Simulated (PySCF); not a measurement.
isocyanic acid cation (CHNO), SMILES O=C=N (connectivity only; charge and spin as stated), charge +1, multiplicity 2. Atoms are numbered in the order given.

```xyz
4

N     -0.1341    -1.1864     0.0000
C      0.0289     0.0775     0.0000
O      0.0112     1.2084     0.0000
H      0.6754    -1.8284     0.0000
```
Charge +1, spin multiplicity 2.

The structure is a stationary point at ωB97X-D3(BJ)/def2-TZVP. The multiplicity is an assumed one; other spin states were not compared.

Computed with PySCF with r2SCAN/def2-TZVPD.

Task: Estimate the frontier levels, dipole moment and polarisability. (An estimate is asked for; the answer gives what the named calculation found.)

Result: 
The α spin, highest occupied and lowest empty level is -17.70 and -9.29 eV, the β spin, highest occupied and lowest empty level comes out as -17.18 and -14.96 eV and the dipole moment about the centre of nuclear charge is 3.00 D. The mean static polarisability comes out as 17.9 bohr³ (2.66 Å³), the polarisability, principal values comes out as 12.2, 12.6, 29.0 bohr³ and the ⟨S²⟩ comes out as 0.768 (pure state 0.75).
